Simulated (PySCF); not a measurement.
AlClH4O3Si, SMILES [OH][Al]([OH])[O][SiH2]Cl.

The structure is a stationary point at B3LYP-D3(BJ)/def2-SVP. The structure was generated by enumeration; whether it is a known compound was not checked. One conformer was computed; it need not be the lowest.

Two levels are set side by side: PBE/def2-TZVP (PySCF) and ωB97X/def2-TZVP (PySCF). Same geometry, gas phase. Differences are taken from unrounded values.

| quantity | ωB97X |
|---|---|
| orbital gap (eV) | 12.41 |
| highest occupied level (eV) | -11.18 |
| lowest empty level (eV) | 1.24 |
| dipole moment (D) | 1.87 |
| mean polarisability (bohr³) | 63.6 |

Q: What does PBE give, and how far is it from ωB97X? (An estimate is asked for; the answer gives what the named calculation found.)

A: 
| quantity | PBE | PBE minus ωB97X |
|---|---|---|
| orbital gap (eV) | 5.75 | -6.66 |
| highest occupied level (eV) | -7.32 | 3.86 |
| lowest empty level (eV) | -1.56 | -2.80 |
| dipole moment (D) | 1.82 | -0.06 |
| mean polarisability (bohr³) | 68.6 | 5.0 |

PBE's occupied levels lie high since its potential decays too fast outside the molecule; exact exchange lowers them and widens the gap. Loosely held outer electrons make PBE densities more polarisable. Differences between two approximate levels are no errors against the true value.

Rough cost on one machine, each run with all the roots and properties that it gave: ωB97X against PBE within a factor of 2.
